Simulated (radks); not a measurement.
Values are calculated unless marked as measured or tabulated.
Tm30+, configuration [Kr] 4d3.

Code: a radial shooting solver on a logarithmic mesh with Libxc functionals. Model: scalar-relativistic Kohn-Sham, PBEsol, spin-polarised, spherical densities, finite nucleus; open shells are filled with parallel spins first (spin-orbit coupling, left out, can overturn this in heavy ions); Fermi nuclear charge, rms radius 5.2256 fm.

Energy parts (hartree):
total: -13100.2345
kinetic: 14277.0331
electron-nucleus: -30507.8332
Hartree: 3367.9039
exchange-correlation: -237.3384

Orbitals (lengths in bohr, moments of r in powers of bohr; r(max) is where P^2 peaks):
\begin{tabular}{lrrrr}
orbital & occ. & eigenvalue (hartree) & r(max) & <r^2> \\ \hline
1s up & 1 & -2218.555 & 0.01262 & 0.0005489 \\
1s down & 1 & -2218.553 & 0.01262 & 0.0005489 \\
2s up & 1 & -408.6743 & 0.07192 & 0.008516 \\
2s down & 1 & -408.5696 & 0.07191 & 0.008515 \\
2p up & 3 & -365.7574 & 0.05856 & 0.006943 \\
2p down & 3 & -365.6725 & 0.05855 & 0.006941 \\
3s up & 1 & -122.8475 & 0.2026 & 0.05500 \\
3s down & 1 & -122.7881 & 0.2026 & 0.05494 \\
3p up & 3 & -109.8386 & 0.1994 & 0.05518 \\
3p down & 3 & -109.7735 & 0.1994 & 0.05511 \\
3d up & 5 & -93.99498 & 0.1622 & 0.04559 \\
3d down & 5 & -93.90388 & 0.1623 & 0.04555 \\
4s up & 1 & -52.40163 & 0.4435 & 0.2339 \\
4s down & 1 & -52.11988 & 0.4433 & 0.2341 \\
4p up & 3 & -47.67005 & 0.4566 & 0.2502 \\
4p down & 3 & -47.39157 & 0.4564 & 0.2506 \\
4d up & 3 & -41.61174 & 0.4541 & 0.2570 \\
4d down & 0 & -41.33507 & 0.4540 & 0.2576 \\
5s up & 0 & -28.67032 & 0.8185 & 0.7210 \\
5s down & 0 & -28.54099 & 0.8205 & 0.7246 \\
5p up & 0 & -26.59439 & 0.8531 & 0.7813 \\
5p down & 0 & -26.47373 & 0.8551 & 0.7854 \\
\end{tabular}

The highest occupied level is 4d up at -1132.3 eV. Spin moment in Bohr magnetons: 3. The density falls to 0.001 e/bohr^3 at r = 1.22 bohr. The spin density at the nucleus is -17.82 e/bohr^3 (1s -1.89, 2s -14.00, 3s -4.67, 4s 2.75).
